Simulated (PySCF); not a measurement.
# How methods differ on the ionisation energy of Pb⁸¹⁺

Pb⁸¹⁺ 1s1 (2S) → Pb⁸²⁺ (bare nucleus), as a difference of total energies. Computed with PySCF 2.14 in an uncontracted even-tempered set (16 s from 270 bohr⁻², ratio 2.2; 7 p from 400 bohr⁻², ratio 2.4; 4 d from 1200 bohr⁻², ratio 2.4; 3 f from 1800 bohr⁻², ratio 2.4; 3 g from 2700 bohr⁻², ratio 2.4), with the spin-free X2C one-electron Hamiltonian (Gaussian nucleus). The calculations carry no spin-orbit coupling.

| method | ionisation energy (eV) |
| --- | --- |
| UHF | 101514.1 |
| LDA | 101404.7 |
| PBE | 101526.0 |
| PBE0 | 101523.0 |
| r2SCAN | 101528.5 |
| r2SCAN0 | 101524.9 |
| B97-3 | 101527.3 |

For one electron Hartree-Fock is exact for this Hamiltonian up to the basis; QED and nuclear recoil make up the gap, and the density functionals add self-interaction.

For comparison: 101336.7 ± 0.3 eV (theoretical estimate listed by NIST; NIST Atomic Spectra Database, ionization energies).
